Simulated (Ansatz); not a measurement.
One change: `C1C[SiH2]1` becomes `Br[SiH]1CC1`.

Ansatz, PBE0-D4/def2-TZVP geometries, multiplicity 1. 

Scalar relativity is left out up to krypton.

```json
{"property": "HOMO–LUMO gap (ωB97M-V/def2-TZVPP) / eV", "`C1C[SiH2]1`": "11.01"}
{"property": "HOMO energy (B3LYP/def2-TZVPP) / eV", "`C1C[SiH2]1`": "-6.71"}
{"property": "HOMO–LUMO gap (PBE/def2-TZVPP) / eV", "`C1C[SiH2]1`": "5.30"}
{"property": "size of the dipole moment (B3LYP/def2-TZVPP) / D", "`C1C[SiH2]1`": "0.06"}
{"property": "LUMO energy (B3LYP/def2-TZVPP) / eV", "`C1C[SiH2]1`": "0.07"}
{"property": "LUMO energy (PBE/def2-TZVPP) / eV", "`C1C[SiH2]1`": "-0.50"}
```

**Question.** Give the same properties after the change, and the shifts. (Estimate.)

**Answer.** The calculation gave: 
| property | `Br[SiH]1CC1` | shift |
| --- | --- | --- |
| HOMO–LUMO gap (ωB97M-V/def2-TZVPP) / eV | 11.09 | 0.08 |
| HOMO energy (B3LYP/def2-TZVPP) / eV | -6.85 | -0.14 |
| HOMO–LUMO gap (PBE/def2-TZVPP) / eV | 4.95 | -0.35 |
| size of the dipole moment (B3LYP/def2-TZVPP) / D | 1.27 | 1.21 |
| LUMO energy (B3LYP/def2-TZVPP) / eV | -0.26 | -0.33 |
| LUMO energy (PBE/def2-TZVPP) / eV | -0.95 | -0.45 |

With PBE0 the HOMO falls by 0.14 eV and the LUMO falls by 0.32 eV, so the gap narrows by about 0.18 eV. PBE moves the HOMO by -0.10 eV and ωB97M-V by -0.12 eV. Dipoles are sizes alone; their direction can turn.

B3LYP here is the variant with VWN-RPA as its local correlation; programs differ in this.

Spin–orbit coupling is left out; it splits and shifts lone-pair levels of the heavy atoms by tenths of an eV.
